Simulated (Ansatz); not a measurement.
BMe2(OH) (C2H7BO). The state is a singlet with charge 0. Geometry PBE0-D4/def2-SVP, basis def2-TZVP, Ansatz.

| run | HOMO (eV) | LUMO (eV) |
| --- | --- | --- |
| A | -6.95 | -0.34 |
| B | -7.05 | -0.58 |
| C | -8.58 | 0.96 |
| D | -6.90 | -0.24 |
| E | -7.36 | 0.06 |
| F | -9.86 | 1.35 |

Problem. The runs used B97M-V, CAM-B3LYP, LDA (SPW92), PBE, r2SCAN0, revPBE. Estimate which is which.

Solution. A PBE (0 % exact exchange); B LDA (SPW92) (0 % exact exchange); C r2SCAN0 (25 % exact exchange); D revPBE (0 % exact exchange); E B97M-V (0 % exact exchange); F CAM-B3LYP (range-separated). Exact exchange lowers occupied and raises empty levels; among semilocal functionals meta-GGAs tend to open the gap a little, and such runs are hard to tell apart. The gap grows from 6.48 eV (LDA (SPW92)) to 11.21 eV (CAM-B3LYP).
